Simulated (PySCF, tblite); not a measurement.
Compound: C3H13FSSi3.
Cartesian coordinates in Å at the GFN2-xTB level; atoms count from 1:
```
atom  x, y, z in Å
F1    -1.961    1.726   -0.629
C2    -2.294    0.377   -0.486
Si3   -4.062    0.287    0.263
C4    -1.223   -0.305    0.348
Si5    0.511   -0.026   -0.392
C6     1.765   -0.936    0.714
S7     3.329   -1.314   -0.156
Si8    4.234    0.604   -0.399
H9    -2.268   -0.020   -1.508
H10   -4.009    0.881    1.597
H11   -4.967    1.028   -0.611
H12   -4.422   -1.130    0.332
H13   -1.464   -1.367    0.396
H14   -1.269    0.081    1.368
H15    0.552   -0.593   -1.744
H16    0.848    1.400   -0.410
H17    1.395   -1.911    1.027
H18    2.019   -0.375    1.611
H19    4.128    1.306    0.875
H20    5.604    0.273   -0.745
H21    3.545    1.341   -1.452
```

The calculation used PBE0/pcSseg-1 in PySCF (dipole) on a GFN2-xTB geometry, gas phase.

Masses are those of the commonest isotopes; rigid-rotor values at the optimised geometry. The values belong to one conformer with, in the numbering `[F:1][C@H:2]([SiH3:3])[CH2:4][SiH2:5][CH2:6][S:7][SiH3:8]`, F1–C2–C4–Si5 -54°, C2–C4–Si5–C6 -179°, C4–Si5–C6–S7 158°, Si5–C6–S7–Si8 70°.

Question: Give the principal moments of inertia and the rotational constants in MHz.

Answer: Ia = 171.98, Ib = 1682.75, Ic = 1798.17 u·Å²; 505379 MHz·u·Å²/I gives A = 2939, B = 300.3, C = 281.1 MHz.

Question: Classify the top.

Answer: A near-prolate asymmetric top. Ray's parameter κ = (2B − A − C)/(A − C) = -0.985; −1 is the prolate and +1 the oblate limit.

Question: What does the inertial defect say?

Answer: Not planar: Δ = Ic − Ia − Ib = -56.55 u·Å². For a rigid frame Δ = −2 Σ m c², so Σ m c² = 28.28 u·Å² lies off the ab plane: 15.78 from hydrogen and 12.49 from heavier atoms. The atom farthest from that plane is 1.71 Å away.

Question: Give the other two planar moments, Paa and Pbb, and the rms extents of the mass along the axes.

Answer: Paa = Σ m a² = (Ib + Ic − Ia)/2 = 1654.47 and Pbb = Σ m b² = (Ia + Ic − Ib)/2 = 143.70 u·Å². With the mass M = 184.00 u, the rms extents √(P/M) along a, b and c are 3.00, 0.88, 0.39 Å.

Question: Which lines would a microwave search look for?

Answer: The dipole components are |μa| = 1.21 D, |μb| = 0.82 D, |μc| = 0.69 D. The squared components, which scale the intensities, stand as 1.00 : 0.47 : 0.33 (a : b : c). Some lines, for components of 0.1 D or more:

| type | branch | J(Ka,Kc) | MHz | lower level (cm⁻¹) |
| --- | --- | --- | --- | --- |
| a | R | 1(0,1) ← 0(0,0) | 581 | 0.000 |
| a | R | 3(2,2) ← 2(2,1) | 1744 | 0.411 |
| a | R | 4(3,2) ← 3(3,1) | 2326 | 0.911 |
| c | Q | 5(1,5) ← 5(0,5) | 2506 | 0.291 |
| c | Q | 3(1,3) ← 3(0,3) | 2591 | 0.116 |
| b | Q | 4(1,3) ← 4(0,4) | 2746 | 0.194 |
| a | R | 5(3,3) ← 4(3,2) | 2907 | 0.989 |
| a | R | 5(3,2) ← 4(3,1) | 2907 | 0.989 |
| a | R | 5(2,3) ← 4(2,2) | 2909 | 0.547 |
| c | R | 3(1,2) ← 2(0,2) | 4450 | 0.058 |
| c | R | 5(1,4) ← 4(0,4) | 5700 | 0.194 |
| b | Q | 4(2,3) ← 4(1,4) | 8040 | 0.279 |
| b | R | 2(2,0) ← 1(1,1) | 9116 | 0.107 |
| c | R | 4(2,2) ← 3(1,2) | 10213 | 0.207 |
| c | R | 5(2,3) ← 4(1,3) | 10758 | 0.285 |
| c | R | 5(2,4) ← 4(1,4) | 10947 | 0.279 |
| b | R | 5(2,3) ← 4(1,4) | 10951 | 0.279 |
| b | Q | 5(3,3) ← 5(2,4) | 13241 | 0.644 |
| b | R | 4(3,1) ← 3(2,2) | 15565 | 0.470 |
| b | R | 5(3,2) ← 4(2,3) | 16147 | 0.547 |
| b | R | 5(4,2) ← 4(3,1) | 21442 | 0.989 |
| c | Q | 5(5,1) ← 5(4,1) | 23831 | 1.704 |
| b | Q | 5(5,0) ← 5(4,1) | 23831 | 1.704 |
| c | R | 5(5,1) ← 4(4,1) | 26738 | 1.607 |

Question: Estimate the classical rotational partition function at 10 K, 200 K and 298.15 K.

Answer: Point group C1, symmetry number σ = 1; q = (√π/σ)·√((kT/h)³/(ABC)), k/h = 20836.6 MHz/K: 10700 at 10 K, 957000 at 200 K, 1740000 at 298.15 K.

Its GFN2-xTB frequencies are all real (lowest 16 cm⁻¹). Zero-point vibration and centrifugal distortion are left out. A rigid rotor knows nothing of internal rotation, which can split or shift real lines.
